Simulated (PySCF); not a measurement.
# C₆ coefficients of unlike pairs at PBE0

Calculated with PySCF 2.14 from the dipole response of each species, C₆(A,B) = (3/π) ∫ α_A(iu) α_B(iu) du, in atomic units, from isotropic polarisabilities. For ions this is the dispersion term alone; charge-induced terms of lower order in 1/R come first.

```json
{"species": "F³⁺", "configuration": "[He] 2s2 2p2 (3P)", "basis": "aug-cc-pCVTZ-DK with one added diffuse shell each of s, p, d, f type (8s7p5d3f)", "relativity": "spin-free X2C", "α (bohr³)": "0.9385", "C₆ (like pair)": "0.8468"}
{"species": "K⁺", "configuration": "[Ar] (1S)", "basis": "aug-cc-pVQZ-X2C (8s7p5d3f2g)", "relativity": "spin-free X2C", "α (bohr³)": "5.307", "C₆ (like pair)": "21.67"}
{"species": "Ni⁺", "configuration": "[Ar] 3d9 (2D)", "basis": "dyall-av2z (16s12p7d2f)", "relativity": "spin-free X2C", "α (bohr³)": "7.455", "C₆ (like pair)": "23.94"}
{"species": "N⁺", "configuration": "[He] 2s2 2p2 (3P)", "basis": "aug-cc-pVTZ with one added diffuse shell each of s, p, d, f type (6s5p4d3f)", "relativity": "none", "α (bohr³)": "3.877", "C₆ (like pair)": "8.362"}
```

Task: Estimate C₆ for Ni⁺ with F³⁺.

Result: The integral gives 4.369. The combination rule 2 C_A C_B / (C_A α_B/α_A + C_B α_A/α_B) gives 4.163 and the geometric mean 4.503.

No spin-orbit coupling is included.

The other pairs:

| pair | C₆ |
| --- | --- |
| K⁺, F³⁺ | 4.191 |
| Ni⁺, K⁺ | 22.35 |
| N⁺, Ni⁺ | 14.03 |
| N⁺, F³⁺ | 2.560 |
| N⁺, K⁺ | 13.37 |
